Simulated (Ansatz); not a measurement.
C5H8AlP⁺, that is Al(phosphinine)H3 with one electron fewer: single points at one geometry.

```yaml
crystal:
  periodic: [false, false, false]
  atoms:
    - {symbol: Al, position_ang: [1.320850, 2.224441, -1.650175]}
    - {symbol: P, position_ang: [0.265252, 0.357132, -0.518192]}
    - {symbol: C, position_ang: [-1.293930, 0.508732, 0.232875]}
    - {symbol: C, position_ang: [-1.672018, -0.338226, 1.280056]}
    - {symbol: C, position_ang: [-0.833774, -1.327421, 1.830304]}
    - {symbol: C, position_ang: [0.484986, -1.575567, 1.398708]}
    - {symbol: C, position_ang: [1.118185, -0.862459, 0.376338]}
    - {symbol: H, position_ang: [-1.998967, 1.258021, -0.161498]}
    - {symbol: H, position_ang: [-2.685482, -0.220751, 1.696897]}
    - {symbol: H, position_ang: [-1.230278, -1.939785, 2.654390]}
    - {symbol: H, position_ang: [1.058449, -2.368846, 1.904916]}
    - {symbol: H, position_ang: [2.157062, -1.099376, 0.096593]}
    - {symbol: H, position_ang: [1.948920, 1.136780, -3.341445]}
    - {symbol: H, position_ang: [0.175149, 3.149425, -2.263396]}
    - {symbol: H, position_ang: [1.185597, 1.097901, -3.536368]}
basis:
  gaussian: {orbitals: def2-TZVP, initial_orbitals: start.molden}
total_charge: 1
magnetization: {spin_polarized: true, initial_magnetization: 1}
hamiltonian: {xc: pbe0, dispersion: d4}
scf: {omitted_lower_state_checks: [starts]}
output: {orbitals: {seedname: orbitals}}
```

The file start.molden holds the orbitals of an earlier run on this structure, at another level or in another basis.

```sh
$ ansatz run in.yaml --threads 4 --pin off --events-out ev --progress --plain --max-ram 4787MiB
```

It prints (some lines left out):

```
Functional definition: PBE0
1813 factors; their error is unknown
mean field evaluation 1: about -21177.9926 eV, gradient 9.6e1 eV
mean field evaluation 2: about -21181.5354 eV, gradient 3.6e0 eV
mean field evaluation 4: about -21181.5911 eV, gradient 3.9e-1 eV
mean field evaluation 8: about -21181.5917 eV, gradient 9.3e-5 eV
mean field -21181.59166481 eV, -778.4091362833 hartree, gradient 2.0e-5 eV, S^2 0.754059; 0 other end points of the search recorded, 0 dependent functions left out
reference -21181.59170696 eV, -778.4091378323 hartree; 33, 32 occupied and 244, 245 virtual orbitals, 1813 factors
Total energy: -21181.96054619 eV, -778.4226924239 hartree
Checks for a lower state left out: starts
```

It took 27 s on 4 threads of Intel Xeon on a shared host, peak host memory 1.3 GiB.

As the first input, with `hamiltonian: {xc: pbe, dispersion: d4}` (abridged; 12 s):

```
Functional definition: PBE
mean field -21179.74599417 eV, -778.3413091384 hartree, gradient 1.2e-5 eV, S^2 0.752261
Total energy: -21180.17829091 eV, -778.3571957504 hartree
Checks for a lower state left out: starts
```

Geometry: PBE-D4/def2-SVP.

In the doublet geometry the species has come apart into loosely held pieces. In the charge 1 doublet, H13 and H15 lie 0.79 Å apart (atoms count from 1), so H2 has formed as a molecule.
